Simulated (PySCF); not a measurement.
diisopropyl selenide (C₆H₁₄Se), singlet, geometry from GFN2-xTB, with bond 13-3 at 2.0 times its length. Base run: PySCF with PBE0/STO-3G.

Here is a job for PySCF.
```python
from pyscf import gto, scf, dft

mol = gto.M(
    atom='''
C     1.86446653    1.29407804    0.80317924
C     1.50690558   -0.17259937    0.65139770
C     2.68489215   -0.99790827    0.16360737
Se   -0.00341687   -0.41315183   -0.64432887
C    -1.48670476    0.35052891    0.47190419
C    -1.91146264    1.70546761   -0.06583612
C    -2.64416304   -0.63203627    0.51247011
H     2.19116429    1.70310963   -0.15088233
H     2.67491464    1.40507664    1.52279648
H     1.01422512    1.87378939    1.15742322
H     1.13115908   -0.57491929    1.59824306
H     2.40312917   -2.04381665    0.05518323
H     4.33043695   -0.86099199    1.58381205
H     3.02915302   -0.63217163   -0.80266792
H    -1.04753119    0.45505650    1.46887565
H    -1.06670254    2.38915777   -0.11779913
H    -2.32805585    1.59998211   -1.06575793
H    -2.67131268    2.14223315    0.58145157
H    -2.31920383   -1.59481014    0.90161164
H    -3.04810621   -0.78347580   -0.48724072
H    -3.43792651   -0.24778338    1.15189977
''',
    basis='sto-3g',
    verbose=4,
)

mf = dft.RKS(mol)
mf.xc = 'pbe0'
mf.kernel()
```

Each row names what was changed in the base input (with any setting that the change needs).

| change | ΔE vs base (mEh) | SCF cycles | outcome |
|---|---|---|---|
| base | 0.000 | 12 | converged |
| conv_tol = 1e-11 | 0.000 | 13 | converged |
| level_shift = 0.1 (with mf.max_cycle = 100) | 0.000 | 13 | converged |
| conv_tol_grad = 1e-7 | 0.000 | 15 | converged |
| init_guess = vsap | 0.000 | 12 | converged |
| init_guess = atom | 0.000 | 9 | converged |
| diis_space = 20 | 0.000 | 12 | converged |
| conv_tol = 1e-12 | 0.000 | 15 | converged |
| init_guess = 1e | 0.000 | 21 | converged |
| diis_space = 12 | 0.000 | 12 | converged |
| level_shift = 0.3 (with mf.max_cycle = 100) | 0.000 | 15 | converged |
| DIIS = EDIIS | - | 50 | not converged |
| level_shift = 0.5 (with mf.max_cycle = 100) | 0.000 | 21 | converged |
